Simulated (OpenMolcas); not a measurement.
# Mo4+: moving the ligands

Mo4+ with 6 ligands (chloride) in octahedral coordination (Oh) at 2.41 Å. A charge of +0.333 e stands 2.4 Å behind each ligand. Ligand basis ANO-RCC-VDZP.

| Quantity | Value |
| --- | --- |
| Program | OpenMolcas 26.06 |
| Method | SS-CASPT2, IPEA 0.25 Eh, imaginary shift 0.1 Eh (closed shells correlated: 4s 4p and the ligand valence shells) |
| Basis | ANO-RCC-VDZP [6s5p3d1f] |
| Scalar Hamiltonian | DKH2, point nucleus |
| Active space | 2 electrons in 5 orbitals (4d) |
| State averaging | 2S+1 = 3 even, 10 roots; 2S+1 = 1 even, 15 roots |
| Spin-orbit coupling | RASSI with atomic mean-field integrals over the reference wave functions |

Runs around this geometry, states (labels of O, the rotations of Oh). Energies in cm-1 above the lowest state or level, χT in cm3 K/mol; under a threefold ground state the first gap can be a small split of the lowest multiplet, not the spin-orbit step; 10Dq and B are least-squares fits to the states below 45000 cm-1, weighted by degeneracy, with a free offset, and given where the rms deviation is under 5 % of |10Dq| (or 100 cm-1) and under 700 cm-1.

```json
{"R (Å)": "2.34", "Ground state": "3T1", "First state of that spin": "3T2 25340", "10Dq": "25464", "B (rms of fit)": "464 (475)", "First gap with spin-orbit (degeneracies)": "25 (2, 3)", "χT at 300 K": "0.413", "First state of another spin": "1T2 6150"}
{"R (Å)": "2.41", "Ground state": "3T1", "First state of that spin": "3T2 23070", "10Dq": "", "B (rms of fit)": "", "First gap with spin-orbit (degeneracies)": "29 (2, 3)", "χT at 300 K": "0.397", "First state of another spin": "1T2 6520"}
{"R (Å)": "2.57", "Ground state": "3T1", "First state of that spin": "3T2 18740", "10Dq": "", "B (rms of fit)": "", "First gap with spin-orbit (degeneracies)": "42 (2, 3)", "χT at 300 K": "0.365", "First state of another spin": "1T2 6740"}
```

Taking the first state of the same spin as R^-n, n = -ln(18740 / 25340) / ln(2.57 / 2.34) = 3.2 between the shortest and longest distance.

Roots that are degenerate in the reference are averaged as groups; the widest CASPT2 spread within a group is 790 cm-1 (the 3-fold group of multiplicity 1 near 30500 cm-1 above the lowest state of its run, R = 2.41). Shifts and gaps below about the spread of the groups concerned are not significant. Over all roots computed the reference weight is 0.64 to 0.65 in R = 2.34, 0.64 to 0.65 in R = 2.41, 0.64 to 0.65 in R = 2.57; a low but even weight reflects the number of correlated electrons. An orbital triplet at a regular site is open to Jahn-Teller coupling, which can distort the site and quench the lowest spin-orbit gaps and is left out. Ligand-to-metal charge-transfer states are missing. With no ligand orbital active B as a rule stays too high, so bands that hang on it stand too high and its fall with covalency is understated. With one d shell and no ligand orbital active, 10Dq can be off by a tenth or more. The least metal-like active orbital is 69 % on the metal (Löwdin) and no ligand orbital is active, so the numbers are rough (holds for R = 2.34). The least metal-like active orbital is 71 % on the metal (Löwdin) and no ligand orbital is active, so the numbers are rough (holds for R = 2.41). The least metal-like active orbital is 73 % on the metal (Löwdin) and no ligand orbital is active, so the numbers are rough (holds for R = 2.57). No measured value stands beside these numbers; the geometry was imposed, not optimised, and the real ion may take another.
